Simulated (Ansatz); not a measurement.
# A family of molecules: the vertical ionisation energy

Gas-phase molecules, one atom swapped for its congeners: BH2(CN); AlH2(CN); GaH2(CN); InH2(CN). All are singlets with charge 0.

Shapes, held fixed at every level: PBE0-D4/def2-TZVP. Programs: Ansatz 0.2.0. Values in eV.

```
               level  BH2(CN)  AlH2(CN)  GaH2(CN)  InH2(CN)
   PBE-D4/def2-TZVPP    12.09     11.15     11.19     10.80
r2SCAN-D4/def2-TZVPP    12.15     11.29     11.33     10.94
 B3LYP-D4/def2-TZVPP    12.34     11.51     11.52     11.14
  PBE0-D4/def2-TZVPP    12.31     11.52     11.52     11.14
  wB97M-V/def2-TZVPP    12.44     11.86     11.84     11.52
   B2PLYP/def2-TZVPP    12.59     11.79     11.81     11.38
```

At B2PLYP/def2-TZVPP the vertical ionisation energy isn't monotonic: it is largest for B and smallest for In (12.59 and 11.38 eV). 5 of 6 levels show this order throughout; 6 agree on the largest and the smallest. For atoms past krypton def2 sets carry core potentials with scalar relativity. Relativity is left out for Ga. Outer-core shells of Ga, In are correlated, in sets that cover them unevenly.
